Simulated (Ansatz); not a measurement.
A calculation with Ansatz (development build ahead of 0.2.0).

```yaml
crystal:
  periodic: [false, false, false]
  atoms:
    - { symbol: H, position_ang: [1.495, 0.0, 0.0] }
    - { symbol: H, position_ang: [1.20948, 0.87874, 0.0] }
    - { symbol: H, position_ang: [0.46198, 1.42183, 0.0] }
    - { symbol: H, position_ang: [-0.46198, 1.42183, 0.0] }
    - { symbol: H, position_ang: [-1.20948, 0.87874, 0.0] }
    - { symbol: H, position_ang: [-1.495, 0.0, 0.0] }
    - { symbol: H, position_ang: [-1.20948, -0.87874, 0.0] }
    - { symbol: H, position_ang: [-0.46198, -1.42183, 0.0] }
    - { symbol: H, position_ang: [0.46198, -1.42183, 0.0] }
    - { symbol: H, position_ang: [1.20948, -0.87874, 0.0] }
basis:
  gaussian: { orbitals: "6-31G" }
hamiltonian:
  xc: hf
correlation:
  method: mp2
  frozen_orbitals: { H: 0 }
output:
  forces: true
```

The input is written out in the form of the current development build from the run's settings.

Results

| Item | Value |
| --- | --- |
| Converged | yes |
| Reference energy | -5.36922 hartree |
| Correlation energy | -0.12390 hartree |
| Total energy | -5.49312 hartree |

Forces (eV/Å):
| atom | Fx | Fy | Fz |
| --- | --- | --- | --- |
| H1 | 0.627 | 0.000 | 0.000 |
| H2 | 0.507 | 0.369 | 0.000 |
| H3 | 0.194 | 0.596 | 0.000 |
| H4 | -0.194 | 0.596 | 0.000 |
| H5 | -0.507 | 0.369 | 0.000 |
| H6 | -0.627 | 0.000 | 0.000 |
| H7 | -0.507 | -0.369 | 0.000 |
| H8 | -0.194 | -0.596 | 0.000 |
| H9 | 0.194 | -0.596 | 0.000 |
| H10 | 0.507 | -0.369 | 0.000 |

Caution: bonds are stretched, where a single reference can fail; stretched shape with no unrestricted run beside it, a lower state can exist.
